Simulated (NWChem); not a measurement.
System: ZnCl cation; SMILES [Zn+][Cl]

Output (shortened):

```
             Northwest Computational Chemistry Package (NWChem) 7.3.0
             --------------------------------------------------------

 ORDER OF PRIMARY AXIS IS BEING SET TO 4
 C4V symmetry detected

                             Geometry "geometry" -> ""
                             -------------------------

 Output coordinates in angstroms (scale by  1.889725989 to convert to a.u.)

  No.       Tag          Charge          X              Y              Z
 ---- ---------------- ---------- -------------- -------------- --------------
    1 Zn                  30.0000     0.00000000     0.00000000    -0.74867566
    2 Cl                  17.0000     0.00000000     0.00000000     1.32119234

 Effective nuclear repulsion energy (a.u.)     130.3853178028

      Symmetry information
      --------------------

 Group name             C4v
 Group number             18
 Group order               8
 No. of unique centers     2

                                Z-matrix (autoz)
                                --------

 Units are Angstrom for bonds and degrees for angles

      Type          Name      I     J     K     L     M      Value
      ----------- --------  ----- ----- ----- ----- ----- ----------
    1 Stretch                  1     2                       2.06987

  xc_inp: hfexch multiplicative factor not found.

                           NWChem Geometry Optimization
                           ----------------------------

 maximum gradient threshold         (gmax) =   0.000450
 rms gradient threshold             (grms) =   0.000300
 maximum cartesian step threshold   (xmax) =   0.001800
 rms cartesian step threshold       (xrms) =   0.001200
 fixed trust radius                (trust) =   0.300000
 source of zmatrix                         =   autoz

          -------------------
          Energy Minimization
          -------------------

 Using diagonal initial Hessian
 Scaling for Hessian diagonals: bonds = 1.00  angles = 0.25  torsions = 0.10

          --------
          Step   0

                                 NWChem DFT Module
                                 -----------------

 Summary of "ao basis" -> "ao basis" (spherical)
 ------------------------------------------------------------------------------
       Tag                 Description            Shells   Functions and Types
 ---------------- ------------------------------  ------  ---------------------
 Zn                          3-21g                  11       27   5s4p2d
 Cl                          3-21g                   7       13   4s3p

      Symmetry analysis of basis
      --------------------------

        a1         18
        a2          0
        b1          2
        b2          2
        e          18

            General Information
            -------------------
          SCF calculation type: DFT
          Wavefunction type:  closed shell.
          No. of atoms     :     2
          No. of electrons :    46
           Alpha electrons :    23
            Beta electrons :    23
          Charge           :     1
          Spin multiplicity:     1
          Use of symmetry is: on ; symmetry adaption is: on
          Maximum number of iterations: 150
          AO basis - number of functions:    40
                     number of shells:    18
          Convergence on energy requested:  1.00D-06
          Convergence on density requested:  1.00D-05
          Convergence on gradient requested:  5.00D-04

              XC Information
              --------------
                     Hartree-Fock (Exact) Exchange  1.000

      Superposition of Atomic Density Guess
      -------------------------------------

 Sum of atomic energies:       -2226.23271973

 Renormalizing density from      47.00 to     46

      Non-variational initial energy
      ------------------------------

 Total energy =   -2197.388645
 1-e energy   =   -3298.169582
 2-e energy   =     970.395619
 HOMO         =      -0.820840
 LUMO         =      -0.492650

      Symmetry analysis of molecular orbitals - initial
      -------------------------------------------------

 !! scf_movecs_sym_adapt:    4 vectors were symmetry contaminated

  Symmetry fudging

 !! scf_movecs_sym_adapt:    4 vectors were symmetry contaminated

  Numbering of irreducible representations:

     1 a1          2 a2          3 b1          4 b2          5 e

  Orbital symmetries:

     1 a1          2 a1          3 a1          4 a1          5 e
     6 e           7 a1          8 a1          9 e          10 e
    11 a1         12 a1         13 e          14 e          15 a1
    16 e          17 e          18 b2         19 b1         20 a1
    21 a1         22 e          23 e          24 a1         25 e
    26 e          27 a1         28 a1         29 e          30 e
    31 a1         32 a1         33 e

 !! scf_movecs_sym_adapt:    4 vectors were symmetry contaminated

  Symmetry fudging

 !! scf_movecs_sym_adapt:    4 vectors were symmetry contaminated

   convergence    iter        energy       DeltaE   RMS-Dens  Diis-err
 ---------------- ----- ----------------- --------- --------- ---------
 d= 0,ls=0.0,diis     1  -2225.7540808161 -2.36D+03  3.13D-02  5.68D+00

 !! scf_movecs_sym_adapt:    4 vectors were symmetry contaminated

[...]

      ----------------------
      Optimization converged
      ----------------------

  Step       Energy      Delta E   Gmax     Grms     Xrms     Xmax
  ---- ---------------- -------- -------- -------- -------- --------
@    3   -2226.01472559 -1.1D-08  0.00001  0.00001  0.00002  0.00003
                                     ok       ok       ok       ok

                                Z-matrix (autoz)
                                --------

 Units are Angstrom for bonds and degrees for angles

      Type          Name      I     J     K     L     M      Value     Gradient
      ----------- --------  ----- ----- ----- ----- ----- ---------- ----------
    1 Stretch                  1     2                       2.14149   -0.00001

                         Geometry "geometry" -> "geometry"
                         ---------------------------------

 Output coordinates in angstroms (scale by  1.889725989 to convert to a.u.)

  No.       Tag          Charge          X              Y              Z
 ---- ---------------- ---------- -------------- -------------- --------------
    1 Zn                  30.0000     0.00000000     0.00000000    -0.78448895
    2 Cl                  17.0000     0.00000000     0.00000000     1.35700563

 Effective nuclear repulsion energy (a.u.)     126.0243190586

      Symmetry information
      --------------------

 Group name             C4v
 Group number             18
 Group order               8
 No. of unique centers     2

                Final and change from initial internal coordinates
                --------------------------------------------------

                                Z-matrix (autoz)
                                --------

 Units are Angstrom for bonds and degrees for angles

      Type          Name      I     J     K     L     M      Value       Change
      ----------- --------  ----- ----- ----- ----- ----- ---------- ----------
    1 Stretch                  1     2                       2.14149    0.07163

 ==============================================================================
                                internuclear distances
 ------------------------------------------------------------------------------
       center one      |      center two      | atomic units |  angstroms
 ------------------------------------------------------------------------------
    2 Cl               |   1 Zn               |     4.04684  |     2.14149
 ------------------------------------------------------------------------------
                         number of included internuclear distances:          1
 ==============================================================================

[second-derivative integrals and response iterations left out]

  Vibrational analysis via the FX method

  See chapter 2 in "Molecular Vibrations" by Wilson, Decius and Cross

  Vib: Default input used

[...]

 Rotational Constants
 --------------------
 A=   0.000000 cm-1  (  0.000000 K)
 B=   0.162620 cm-1  (  0.233968 K)
 C=   0.162620 cm-1  (  0.233968 K)

 Temperature                      =   298.15K
 frequency scaling parameter      =   1.0000

 Linear Molecule

 Zero-Point correction to Energy  =    0.628 kcal/mol  (  0.001001 au)
 Thermal correction to Energy     =    2.280 kcal/mol  (  0.003633 au)
 Thermal correction to Enthalpy   =    2.872 kcal/mol  (  0.004577 au)

 Total Entropy                    =   56.683 cal/mol-K
   - Translational                =   39.667 cal/mol-K (mol. weight =  98.8980)
   - Rotational                   =   16.189 cal/mol-K (symmetry #  =        1)
   - Vibrational                  =    0.827 cal/mol-K

 Cv (constant volume heat capacity) =    6.349 cal/mol-K
   - Translational                  =    2.979 cal/mol-K
   - Rotational                     =    1.986 cal/mol-K
   - Vibrational                    =    1.383 cal/mol-K

[normal modes left out]

 ----------------------------------------------------------------------------
 Normal Eigenvalue ||           Projected Infra Red Intensities
  Mode   [cm**-1]  || [atomic units] [(debye/angs)**2] [(KM/mol)] [arbitrary]
 ------ ---------- || -------------- ----------------- ---------- -----------
    1        0.000 ||    0.034413           0.794        33.547      18.466
    2        0.000 ||    0.034413           0.794        33.547      18.466
    3        0.000 ||    0.006678           0.154         6.510       3.583
    4        0.000 ||    0.006678           0.154         6.510       3.583
    5        0.000 ||    0.010111           0.233         9.857       5.426
    6      439.657 ||    0.019520           0.450        19.029      10.475
 ----------------------------------------------------------------------------
```

Level: Hartree-Fock/3-21G. 

### Question
Reconstruct the input file.

### Answer
This is not unique; one that fits is the input that was run:
```
start job
memory heap 200 mb stack 900 mb global 1100 mb
charge 1
geometry units angstroms
  Zn     0.000000     0.000000    -0.754917
  Cl     0.000000     0.000000     1.314951
end
basis spherical
  Zn library 3-21g
  Cl library 3-21g
end
dft
  xc hfexch
  iterations 150
end
driver
  maxiter 120
end
task dft optimize
task dft freq
```
